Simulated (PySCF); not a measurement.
Si(H)(SeH)3 (H4Se3Si), SMILES [SeH][SiH]([SeH])[SeH].

The structure is a stationary point at B3LYP-D3(BJ)/def2-SVP. The values are those of a single conformer.

Calculation: TDA-PBE0/def2-SVPD (PySCF).

Vertical excitations. 

| state | energy (eV) | λ (nm) | f | main pairs |
|---|---|---|---|---|
| S1 | 4.75 | 261 | 0.013 | HOMO→LUMO 94 % |
| S2 | 5.01 | 248 | 0.008 | HOMO−1→LUMO 87 % |
| S3 | 5.11 | 242 | 0.003 | HOMO−2→LUMO 86 % |
| S4 | 5.48 | 226 | 0.007 | HOMO→LUMO+1 49 %, HOMO→LUMO+2 32 % |
| S5 | 5.55 | 223 | 0.039 | HOMO→LUMO+2 51 %, HOMO→LUMO+1 34 % |
| S6 | 5.58 | 222 | 0.022 | HOMO−1→LUMO+1 61 %, HOMO−1→LUMO+2 13 % |
| S7 | 5.70 | 217 | 0.019 | HOMO−1→LUMO+2 69 %, HOMO−1→LUMO+1 15 % |
| S8 | 5.84 | 212 | 0.049 | HOMO→LUMO+3 74 % |
| S9 | 5.91 | 210 | 0.005 | HOMO→LUMO+4 40 %, HOMO−2→LUMO+1 22 %, HOMO→LUMO+3 9 %, HOMO−2→LUMO+2 9 % |
| S10 | 6.00 | 207 | 0.003 | HOMO−2→LUMO+2 73 % |
| T1 | 4.34 | 286 | 0 | HOMO→LUMO 90 % |
| T2 | 4.61 | 269 | 0 | HOMO−1→LUMO 78 % |
| T3 | 4.75 | 261 | 0 | HOMO−2→LUMO 77 % |
| T4 | 5.09 | 243 | 0 | HOMO→LUMO+1 42 %, HOMO→LUMO+3 13 %, HOMO→LUMO+2 10 % |
Triplets are in the Tamm–Dancoff approximation.
